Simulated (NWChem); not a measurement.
System: SiH₂SO, singlet; SMILES O[Si]S

NWChem input:

```
start job
memory heap 200 mb stack 900 mb global 1100 mb
geometry units angstroms noautosym nocenter noautoz
  Si    -0.691607    -0.698668     0.000000
  O      0.693108    -1.623579     0.000000
  H      1.580071    -1.229143     0.000000
  S      0.207022     1.312282     0.000000
  H     -0.955040     1.999747     0.000000
end
basis spherical
  * library def2-svp
end
dft
  xc b3lyp
  iterations 150
  mulliken
end
task dft energy
esp
  recalculate
  probe 0.07
  range 0.3
  factor 1.0
  spacing 0.02
end
task esp
```

Excerpt of the output:

```
             Northwest Computational Chemistry Package (NWChem) 7.3.0
             --------------------------------------------------------

                             Geometry "geometry" -> ""
                             -------------------------

 Output coordinates in angstroms (scale by  1.889725989 to convert to a.u.)

  No.       Tag          Charge          X              Y              Z
 ---- ---------------- ---------- -------------- -------------- --------------
    1 Si                  14.0000    -0.69160700    -0.69866800     0.00000000
    2 O                    8.0000     0.69310800    -1.62357900     0.00000000
    3 H                    1.0000     1.58007100    -1.22914300     0.00000000
    4 S                   16.0000     0.20702200     1.31228200     0.00000000
    5 H                    1.0000    -0.95504000     1.99974700     0.00000000

 Effective nuclear repulsion energy (a.u.)     132.8336969069

                                 NWChem DFT Module
                                 -----------------

 Summary of "ao basis" -> "ao basis" (spherical)
 ------------------------------------------------------------------------------
       Tag                 Description            Shells   Functions and Types
 ---------------- ------------------------------  ------  ---------------------
 Si                         def2-svp                 8       18   4s3p1d
 O                          def2-svp                 6       14   3s2p1d
 H                          def2-svp                 3        5   2s1p
 S                          def2-svp                 8       18   4s3p1d

            General Information
            -------------------
          SCF calculation type: DFT
          Wavefunction type:  closed shell.
          No. of atoms     :     5
          No. of electrons :    40
           Alpha electrons :    20
            Beta electrons :    20
          Charge           :     0
          Spin multiplicity:     1
          Use of symmetry is: off; symmetry adaption is: off
          Maximum number of iterations: 150
          AO basis - number of functions:    60
                     number of shells:    28
          Convergence on energy requested:  1.00D-06
          Convergence on density requested:  1.00D-05
          Convergence on gradient requested:  5.00D-04

              XC Information
              --------------
                         B3LYP Method XC Potential
                     Hartree-Fock (Exact) Exchange  0.200
                        Slater Exchange Functional  0.800 local
                    Becke 1988 Exchange Functional  0.720 non-local
              Lee-Yang-Parr Correlation Functional  0.810
                  VWN I RPA Correlation Functional  0.190 local

             Grid Information
             ----------------
          Grid used for XC integration:  medium
          Radial quadrature: Mura-Knowles
          Angular quadrature: Lebedev.
          Tag              B.-S. Rad. Rad. Pts. Rad. Cut. Ang. Pts.
          ---              ---------- --------- --------- ---------
          Si                  1.10       88           9.0       590
          O                   0.60       49          11.0       434
          H                   0.35       45          11.0       434
          S                   1.00       88           9.0       590
          Grid pruning is: on
          Number of quadrature shells:   315
          Spatial weights used:  Erf1

      Superposition of Atomic Density Guess
      -------------------------------------

 Sum of atomic energies:        -761.77557467

      Non-variational initial energy
      ------------------------------

 Total energy =    -762.339505
 1-e energy   =   -1318.320579
 2-e energy   =     423.147377
 HOMO         =      -0.247985
 LUMO         =      -0.019678

     ---------------------------------------------
      Total Density - Mulliken Population Analysis
     ---------------------------------------------

[...]

                     NWChem Electrostatic Potential Fit Module
                     -----------------------------------------

 Atom parameters

 Number of atoms is                                    5
 Number of basis functions is                         60

 Grid parameters

 Maximum number of grid points is                  26883
 Number of grid points is                          26882
 Grid range                                     0.300000 nm
 Grid spacing                                   0.020000 nm
 Probe radius                                   0.070000 nm
 Atom radius factor                             1.000000

 Atomic radii

    1    0.100000
    8    0.136000
   14    0.187000
   16    0.174000
 FASTESP  F
  using M.O. file = ./job.movecs

    Atom              Coordinates                           Charge

                                                  ESP

    1 Si   -0.069161   -0.069867    0.000000    0.160996
    2 O     0.069311   -0.162358    0.000000   -0.468118
    3 H     0.158007   -0.122914    0.000000    0.416780
    4 S     0.020702    0.131228    0.000000   -0.268230
    5 H    -0.095504    0.199975    0.000000    0.158572
                                            ------------
                                                0.000000

 Dipole moment                                  0.192003

 Quadrupole moment Qxx                          8.121758
                   Qyy                         -5.431829
                   Qzz                         -2.689929

 RMS deviation kJ/mol                           0.155318

 RRMS %                                        56.331788
```

Level: B3LYP/def2-SVP. Low-valent species are run as closed-shell singlets; no triplet was tried in these runs. Coordinates come from a B3LYP/6-31G* (spherical d) optimisation.
